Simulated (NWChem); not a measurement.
System: AlNH$_{4}$O$_{2}$; SMILES [OH][Al]([NH2])[OH]

```xyz
8

Al    -0.0667     0.0022    -0.0006
O      0.5907    -1.5675     0.0000
H      1.5169    -1.8064     0.0007
O     -1.7579     0.1754     0.0000
H     -2.3593    -0.5699     0.0017
N      0.9026     1.4764    -0.0015
H      0.4969     2.4050    -0.0022
H      1.9126     1.5374    -0.0040
```
Atoms are numbered in this order, from 1.

Structure relaxed at the PBE0/def2-SVP level.

**Question.** Give the principal values of the shielding tensors (ppm) of Al1, O2, O4, N6 from B3LYP/6-31G* (spherical d), GIAO (NWChem), with their diamagnetic and paramagnetic parts as GIAO splits them.

**Answer.** 
```
atom    σ11    σ22    σ33  isotropic  diamagnetic  paramagnetic
----  -----  -----  -----  ---------  -----------  ------------
Al1   444.2  500.7  530.6      491.8        798.1        -306.3
O2    294.2  299.6  358.9      317.6        388.5         -70.9
O4    301.0  306.1  363.8      323.6        388.0         -64.4
N6    235.6  269.1  276.3      260.3        317.6         -57.3
```
